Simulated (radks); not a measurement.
The numbers below are computed, except where a source is named.
Question: Ar V, 14 electrons, occupied as [Ne] 3s2 3p2 (the NIST ground configuration). Level of theory: non-relativistic Kohn-Sham, LDA (Slater exchange, Perdew-Wang correlation), spin-polarised, spherical densities, point nucleus; open shells are filled with parallel spins first (a radial shooting solver on a logarithmic mesh with Libxc functionals). Some entries of the table are withheld. Estimate them.

| orbital | occ. | eigenvalue (Ry) | <r> (bohr) | <1/r> (bohr^-1) |
|---|---|---|---|---|
| 1s up | 1 | -232.8148 | 0.08641 | 17.50 |
| 1s down | 1 | -232.7688 | 0.08640 | 17.50 |
| 2s up | 1 | -26.58636 | 0.4167 | 3.523 |
| 2s down | 1 | -26.53633 | 0.4162 | 3.525 |
| 2p up | 3 | -21.91808 | 0.3764 | 3.452 |
| 2p down | 3 | -21.85676 | 0.3760 | 3.454 |
| 3s up | 1 | -6.06603 | 1.256 | 1.113 |
| 3s down | 1 | -5.83026 | 1.263 | 1.107 |
| 3p up | 2 | -4.91370 | 1.329 | 1.025 |
| 3p down | 0 | -4.68696 | 1.343 | 1.016 |
| 3d up | 0 | -3.21859 | 1.470 | 0.8291 |
| 3d down | 0 | -3.01849 | 1.507 | 0.8156 |
| 4s up | 0 | -2.28988 | 2.790 | 0.4977 |
| 4s down | 0 | -2.22581 | 2.850 | 0.4857 |
| 4p up | 0 | -1.93322 | 3.042 | 0.4565 |
| 4p down | 0 | -1.88017 | 3.114 | 0.4455 |
| 4f up | 0 | -1.18125 | (1) | 0.3275 |
| 4f down | 0 | -1.14216 | (2) | 0.3102 |

Answer: 
(1) 4f up <r> (bohr): 3.520
(2) 4f down <r> (bohr): 3.702
